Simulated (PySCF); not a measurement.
Correlation energy of Ni²⁺ (nickel, charge +2)

[Ar] 3d7 4p1, one real determinant (an excited configuration). All numbers are calculated (PySCF 2.14, the spin-free X2C one-electron Hamiltonian (Gaussian nucleus), in ANO-RCC-VTZP (6s5p3d2f1g, 59 functions)). Frozen: [Ne]; 16 electrons correlated.

| level | correlation energy (mhartree) |
| --- | --- |
| CCSD | -513.23 |
| (T) | -7.18 |
| CCSD(T) | -520.41 |

Diagnostics: T1 = 0.0090, D1 = 0.0310, largest double amplitude 0.027.

The real determinant used has ⟨L²⟩ near 14 against 20 for a pure G term, so it mixes terms.

Cost of the coupled-cluster step: of the order of 19 core-seconds, for 16 correlated electrons.

Iterations:

```
CC2 = 0
CCSD nocc = (np.int64(10), np.int64(6)), nmo = (54, 54)
frozen orbitals [[0, 1, 2, 3, 4], [0, 1, 2, 3, 4]]
max_cycle = 100
direct = 0
conv_tol = 1e-08
conv_tol_normt = 1e-06
diis_space = 8
diis_start_cycle = 0
Init t2, MP2 energy = -0.524525628982018
Init E_corr(UCCSD) = -0.524525628983114
cycle = 1  E_corr(UCCSD) = -0.503128298139534  dE = 0.0213973308  norm(t1,t2) = 0.0497779
cycle = 2  E_corr(UCCSD) = -0.51315484692185  dE = -0.0100265488  norm(t1,t2) = 0.0140375
cycle = 3  E_corr(UCCSD) = -0.512470127634098  dE = 0.000684719288  norm(t1,t2) = 0.00710986
cycle = 4  E_corr(UCCSD) = -0.513080681894548  dE = -0.00061055426  norm(t1,t2) = 0.00412543
cycle = 5  E_corr(UCCSD) = -0.513224944322777  dE = -0.000144262428  norm(t1,t2) = 0.00260621
cycle = 6  E_corr(UCCSD) = -0.513116547605893  dE = 0.000108396717  norm(t1,t2) = 0.00164509
cycle = 7  E_corr(UCCSD) = -0.513106748457075  dE = 9.79914882e-06  norm(t1,t2) = 0.0047013
cycle = 8  E_corr(UCCSD) = -0.513232933626318  dE = -0.000126185169  norm(t1,t2) = 0.00150886
cycle = 9  E_corr(UCCSD) = -0.513198092938826  dE = 3.48406875e-05  norm(t1,t2) = 0.000842425
cycle = 10  E_corr(UCCSD) = -0.513182232321293  dE = 1.58606175e-05  norm(t1,t2) = 0.000651822
cycle = 11  E_corr(UCCSD) = -0.51322497801706  dE = -4.27456958e-05  norm(t1,t2) = 0.000392313
cycle = 12  E_corr(UCCSD) = -0.513228993567028  dE = -4.01554997e-06  norm(t1,t2) = 0.000236603
cycle = 13  E_corr(UCCSD) = -0.513232028323509  dE = -3.03475648e-06  norm(t1,t2) = 0.000175795
cycle = 14  E_corr(UCCSD) = -0.513225440906719  dE = 6.58741679e-06  norm(t1,t2) = 0.000119611
cycle = 15  E_corr(UCCSD) = -0.513228174647161  dE = -2.73374044e-06  norm(t1,t2) = 6.9136e-05
cycle = 16  E_corr(UCCSD) = -0.51322817070825  dE = 3.93891098e-09  norm(t1,t2) = 9.6405e-05
cycle = 17  E_corr(UCCSD) = -0.513229055367073  dE = -8.84658822e-07  norm(t1,t2) = 0.000137785
cycle = 18  E_corr(UCCSD) = -0.513228981710368  dE = 7.36567051e-08  norm(t1,t2) = 1.54263e-05
cycle = 19  E_corr(UCCSD) = -0.513229133918075  dE = -1.52207707e-07  norm(t1,t2) = 1.02696e-05
cycle = 20  E_corr(UCCSD) = -0.513229003737091  dE = 1.30180984e-07  norm(t1,t2) = 7.70747e-06
cycle = 21  E_corr(UCCSD) = -0.513229145041887  dE = -1.41304797e-07  norm(t1,t2) = 5.58426e-06
cycle = 22  E_corr(UCCSD) = -0.513229317282401  dE = -1.72240514e-07  norm(t1,t2) = 4.16962e-06
cycle = 23  E_corr(UCCSD) = -0.513229383264543  dE = -6.59821419e-08  norm(t1,t2) = 3.28995e-06
cycle = 24  E_corr(UCCSD) = -0.513229401038043  dE = -1.77735e-08  norm(t1,t2) = 2.70195e-06
cycle = 25  E_corr(UCCSD) = -0.513229402377008  dE = -1.33896494e-09  norm(t1,t2) = 2.4302e-06
cycle = 26  E_corr(UCCSD) = -0.513229397461264  dE = 4.91574459e-09  norm(t1,t2) = 7.24453e-06
cycle = 27  E_corr(UCCSD) = -0.513229399457844  dE = -1.99658035e-09  norm(t1,t2) = 1.7125e-06
cycle = 28  E_corr(UCCSD) = -0.513229427864795  dE = -2.84069508e-08  norm(t1,t2) = 1.30983e-06
cycle = 29  E_corr(UCCSD) = -0.513229431189126  dE = -3.32433159e-09  norm(t1,t2) = 9.35937e-07
UCCSD converged
E(UCCSD) = -1518.314743672716  E_corr = -0.5132294311891263
UCCSD(T) correction = -0.00718332408321093
```

The reference is one real determinant that mixes LS terms of this configuration.
